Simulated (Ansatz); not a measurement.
Two structures of CH3Br2 (charge -1), closed shell, reached by relaxing down either side of one saddle point (PBE0-D4/def2-TZVPD). Energies are electronic, without zero-point energy. Ansatz 0.2.0; basis: def2-TZVPPD and def2-QZVPPD; cores frozen in the correlated methods. Filled d shells of the heavier atoms are correlated. The def2 sets are not built for correlating such inner shells, so the correlated values are less sure here. Extrapolation: Hartree–Fock as exp(−7.88 √X), correlation as X^−2.97. First:

Br1  (-1.742, 1.202, 1.033)
C2  (-0.280, 0.193, 0.166)
Br3  (2.131, -1.470, -1.263)
H4  (0.656, 0.653, 0.458)
H5  (-0.428, 0.254, -0.905)
H6  (-0.337, -0.832, 0.511)
(Å)

Second:

```
6
angstrom
Br -2.1332 1.4687 1.2618
C 0.2801 -0.1924 -0.1654
Br 1.7415 -1.2031 -1.0332
H 0.7301 0.6030 0.4151
H -0.3547 0.2044 -0.9475
H -0.2639 -0.8807 0.4690
```

(1) Which bonds change from the first to the second?

(2) Give the saddle point's structure and its height above each. (To be estimated.)

The T1 diagnostic stays at or below 0.014.

Answers

(1) [CH₃Br ([CH3][Br]) + Br]⁻ → [CH₃Br ([CH3][Br]) + Br]⁻; bonds formed: C2–Br3; bonds broken: Br1–C2.

(2) By the calculation: 0.464 eV above the first and 0.464 eV above the second (CCSD(T) at an estimated basis limit (MP2 extrapolated from triple and quadruple zeta, plus CCSD(T) − MP2 in triple zeta)).
Br1  (-1.815, 1.254, 1.077)
C2  (-0.001, 0.000, 0.000)
Br3  (1.817, -1.254, -1.077)
H4  (0.719, 0.653, 0.454)
H5  (-0.407, 0.238, -0.964)
H6  (-0.313, -0.891, 0.509)
(Å)

Labels in which every atom is bracketed show which atoms are joined, not bond orders.

For scale, one of the runs: CCSD(T)/def2-TZVPPD, 202 basis functions, launched by `ansatz run in.yaml --threads 4 --pin off --events-out ev --progress --plain --max-ram 9574MiB`. Hardware: 4 CPU threads of an Arm Neoverse V1, shared host. Wall time 110 s; peak host memory 2.6 GiB.
